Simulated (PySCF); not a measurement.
Ga(H)2(NH2) (GaH4N), SMILES [NH2][GaH2]. Atoms are numbered in the order given.

```xyz
6

Ga     0.0000     0.0000    -0.3844
H      0.0000    -1.3971    -1.0821
H      0.0000     1.3971    -1.0821
N      0.0000     0.0000     1.4393
H      0.0000    -0.8342     2.0030
H      0.0000     0.8342     2.0030
```

Coordinates come from a B3LYP-D3(BJ)/def2-TZVP optimisation.

These are PySCF with C-PCM-M06-2X/def2-SVP values and carry that method's errors.

The values are the electrostatic part of the solvation free energy, E(continuum) − E(gas) at the gas-phase geometry, in a cavity of scaled van der Waals radii (PySCF's table); cavitation and dispersion terms are not included. A continuum can't describe solvent molecules that bind to the metal. In vacuum the orbital gap is 8.61 eV. The dipole moment in vacuum is 1.14 D.

Computed values in water (ε = 78.36), chlorobenzene (ε = 5.70), tetrahydrofuran (ε = 7.43):
```json
[
 {"solvent": "water", "ε": "78.36", "ΔG(elec) (kcal/mol)": "-3.2", "dipole (D)": "1.37", "gap (eV)": "8.70"},
 {"solvent": "chlorobenzene", "ε": "5.70", "ΔG(elec) (kcal/mol)": "-2.6", "dipole (D)": "1.33", "gap (eV)": "8.69"},
 {"solvent": "tetrahydrofuran", "ε": "7.43", "ΔG(elec) (kcal/mol)": "-2.8", "dipole (D)": "1.34", "gap (eV)": "8.69"}
]
```
